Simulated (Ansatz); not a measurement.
Compare A (`[F][Al]([F])[CH]1CC1`) with its isomer B (`F[CH2][Al]1[CH2][CH]1F`).

Computed with Ansatz on PBE0-D4/def2-TZVP structures; ΔE is electronic, products minus reactants. CCSD(T)/CBS is the MP2 limit (def2-TZVPP, def2-QZVPP) plus CCSD(T) − MP2 in def2-TZVPP, frozen cores. DFT in def2-TZVPP. B3LYP here is the variant with VWN-RPA as its local correlation; programs differ in this. One conformer a species, not always the lowest.

Which is lower in electronic energy at CCSD(T)/CBS, and by how much? (Best estimate.)

The calculation gave: A, by 147.9 kcal/mol.

Give E(B) − E(A) in kcal/mol with PBE0-D4, B3LYP, B2PLYP, CCSD(T)/def2-TZVPP, HF/def2-TZVPP, CCSD/def2-TZVPP, PBE-D4. (Best estimate.)

The calculation gave: PBE0-D4 140.6, B3LYP 140.8, B2PLYP 145.7, CCSD(T)/def2-TZVPP 147.2, HF/def2-TZVPP 151.1, CCSD/def2-TZVPP 148.5, PBE-D4 134.9. None reverses the order clearly.

Largest T1 diagnostic: 0.013.

The D4 term adds +1.0 kcal/mol with B3LYP and +0.5 kcal/mol with PBE0; it sums over pairs of atoms, weighted by their polarisabilities, and B3LYP, whose exchange is more repulsive, gets the larger term. From PBE to PBE0 (25 % exact exchange), in def2-TZVPP and without D4, E(B) − E(A) moves by +5.8 kcal/mol.
